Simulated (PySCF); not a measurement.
Simulation results for AlBGeH₈Si, BGeH₈NSi

All values are calculated (PySCF 2.14.0). Calculation on a computer-drawn molecule: optimised geometry and harmonic frequencies of an isolated molecule of the commonest isotopes, restricted reference for singlets and unrestricted otherwise, frozen core in MP2; on germanium a core potential holds 10 electrons, which the energies leave out, and 3d is frozen in MP2 and coupled-cluster steps.

Common to all runs: charge 0; multiplicity 1; method HF; basis cc-pV(D+d)Z; basis and core potential on germanium cc-pVDZ-PP ECP10MDF.

```json
{"entry": 1, "formula": "AlBGeH8Si", "start_structure": {"atoms_angstrom": [["B", -1.1366, 0.6227, -2.4521], ["Ge", -1.2695, -0.7053, -1.0783], ["Al", 0.7914, -1.7651, -0.2335], ["Si", -3.3722, -1.882, -0.9256], ["H", -0.7536, 1.7057, -2.2356], ["H", -1.4593, 0.3675, -3.5866], ["H", -1.3112, 0.0333, 0.3071], ["H", 1.6708, -2.7786, -0.895], ["H", 1.2541, -1.2086, 1.1015], ["H", -3.2892, -3.3909, -0.94], ["H", -4.3583, -1.4576, -1.9474], ["H", -4.0882, -1.5936, 0.4254]]}, "given": {"drawn_bonds_atom": [1, 2, 2, 1, 1, 2, 3, 3, 4, 4, 4], "drawn_bonds_other_atom": [2, 3, 4, 5, 6, 7, 8, 9, 10, 11, 12], "drawn_bonds_order": [1, 1, 1, 1, 1, 1, 1, 1, 1, 1, 1]}, "results": {"rotational_constants [GHz]": null, "total_energy [hartree]": null}}
{"entry": 2, "formula": "BGeH8NSi", "start_structure": {"atoms_angstrom": [["B", -1.4626, 1.32, 2.2096], ["Ge", -0.5154, -0.0258, 1.145], ["N", 1.0863, 0.8427, 0.5226], ["Si", -0.0528, -2.081, 2.1704], ["H", -2.709, 1.2446, 2.3904], ["H", -1.0326, 2.2812, 2.7523], ["H", -1.1161, -0.3153, -0.1782], ["H", 1.638, 1.2457, 1.1895], ["H", 1.661, 0.2003, 0.0123], ["H", -0.6078, -3.1792, 1.4748], ["H", -0.5951, -2.15, 3.5343], ["H", 1.4229, -2.3671, 2.2704]]}, "given": {"drawn_bonds_atom": [1, 2, 2, 1, 1, 2, 3, 3, 4, 4, 4], "drawn_bonds_other_atom": [2, 3, 4, 5, 6, 7, 8, 9, 10, 11, 12], "drawn_bonds_order": [1, 1, 1, 1, 1, 1, 1, 1, 1, 1, 1]}, "results": {"total_energy [hartree]": null, "rotational_constants [GHz]": null}}
```

Q: AlBGeH₈Si (entry 1): rotational constants?
A: 2.991, 1.791, 1.303 GHz

Q: What total energy does the calculation give for AlBGeH₈Si (entry 1)?
A: -853.5406 hartree

Q: Give the table of modes values for AlBGeH₈Si (entry 1).
A: 
Modes:
```csv
frequency (cm⁻¹),reduced mass (dalton)
46.32,1.04
80.66,4.466
85.72,1.1
100,2.729
116,2.688
179.2,1.12
313,10.03
349.2,9.095
414.3,1.114
497.6,1.113
543.7,1.115
564.2,3.732
606.4,1.175
618.2,1.144
712.5,1.089
805.7,1.157
835.3,1.063
956.1,1.295
979.1,1.124
1026,1.038
1030,1.036
1253,1.138
1978,1.031
1983,1.053
2163,1.02
2295,1.046
2298,1.039
2301,1.035
2676,1.051
2763,1.127
```

Q: Estimate the total energy of BGeH₈NSi (entry 2).
A: -666.0811 hartree

Q: Give the missing rotational constants for BGeH₈NSi (entry 2).
A: 4.699, 2.394, 1.841 GHz

Further results for AlBGeH₈Si (entry 1):

* convergence status largest gradient component: 1.664e-05 hartree/bohr

Optimised structure:
```xyz
12
AlBGeH8Si
B     -1.0881     0.4878    -2.6144
Ge    -1.3708    -0.3572    -0.7417
Al     0.6240    -1.7142    -0.0568
Si    -3.2826    -1.8337    -0.8243
H     -0.9162     1.6656    -2.7573
H     -1.0611    -0.2147    -3.5865
H     -1.6664     0.7094     0.3305
H      1.3088    -2.6944    -1.0930
H      1.1983    -1.6253     1.4137
H     -3.0428    -2.9081    -1.8188
H     -4.5130    -1.1014    -1.2097
H     -3.5119    -2.4662     0.4982
```

Further results for BGeH₈NSi (entry 2):

* convergence status largest gradient component: 1.173e-05 hartree/bohr

Optimised structure:
```xyz
12
BGeH8NSi
B     -1.6713     1.2402     2.0931
Ge    -0.3812     0.0155     1.0173
N      1.2073     0.9256     0.6896
Si    -0.0384    -2.0853     2.1808
H     -2.8489     1.0156     2.1077
H     -1.2594     2.1572     2.7467
H     -0.9603    -0.3202    -0.3674
H      1.6375     1.2923     1.5223
H      1.9028     0.3821     0.2064
H     -1.3120    -2.8334     2.3230
H      0.5128    -1.8433     3.5387
H      0.9279    -2.9301     1.4353
```

Modes:
```csv
frequency (cm⁻¹),reduced mass (dalton)
90.18,1.053
115.1,2.972
128.4,1.687
157.1,1.897
165.5,1.303
210.5,1.54
344.3,8.831
482,1.113
537.2,1.278
575.4,3.009
625.5,1.164
647.2,2.59
696.1,1.635
752.6,1.139
805.5,1.113
947.7,1.252
983.1,1.138
995.3,1.176
1024,1.039
1027,1.037
1256,1.144
1702,1.093
2186,1.02
2288,1.045
2294,1.039
2297,1.037
2680,1.052
2766,1.127
3723,1.051
3811,1.093
```
